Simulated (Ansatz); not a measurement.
`FC(Br)I` + H₂ → `BrCI` + H–F at 500 K and 1 bar (hydrogenolysis of a C–F bond).

Isolated molecules relaxed with PBE0-D4/def2-TZVP in Ansatz; ΔE leaves out vibrations. CCSD(T)/CBS adds triple-zeta CCSD(T) − MP2 to the extrapolated MP2 energy (def2 sets, frozen cores). This one scheme is used for every species. Elements past krypton have def2 core potentials. For Br, I outer-core shells are correlated without core-valence functions, which leaves a few kJ/mol of doubt a bond. Scalar relativity is left out up to krypton.

```
  species  CCSD(T)/CBS energy (Eh)  H − E (kJ/mol)  S (J/(mol·K))
`FC(Br)I`              -3009.18101            82.0          363.0
       H₂                 -1.17544            41.0          145.5
   `BrCI`              -2910.00605            98.5          339.5
      H–F               -100.39570            39.4          188.7
```

H − E and S are ideal-gas, rigid-rotor, harmonic terms from PBE0-D4/def2-TZVP, for one conformer and one mirror image of each species. The MP2-based limit puts H₂ 0.8 mEh under its directly extrapolated value; such offsets cancel only in part. 1 Eh = 2625.50 kJ/mol, R = 8.31446 J/(mol·K).

Question: By hand: ΔE, ΔH, ΔS and ΔG.

Answer: ΔE = (-2910.00605) + (-100.39570) − (-3009.18101) − (-1.17544) = -0.04530 Eh = -118.9 kJ/mol. Δ(H − E) = 98.5 + 39.4 − 82.0 − 41.0 = 14.9, so ΔH = -104.0 kJ/mol. ΔS = 339.5 + 188.7 − 363.0 − 145.5 = 19.7 J/(mol·K). ΔG = -104.0 − 500 × (19.7)/1000 = -113.8 kJ/mol.

Question: By hand: the equilibrium constant, and the temperature at which ΔG would vanish if ΔH and ΔS stayed fixed.

Answer: log₁₀ K = −ΔG/(RT ln 10) = 11.9. ΔH and −TΔS have one sign here, so there is no such temperature.

ΔH outweighs TΔS. A doubt of 5 kJ/mol in ΔE shifts log₁₀ K by 0.5 here. Other conformers and mirror images would add mixing entropy, several J/(mol·K) or more a flexible species. These are equilibria of isolated gas molecules and say nothing of rates. Largest T1 diagnostic: 0.009 (customary marks: 0.02 for closed shells, 0.045 for open ones).
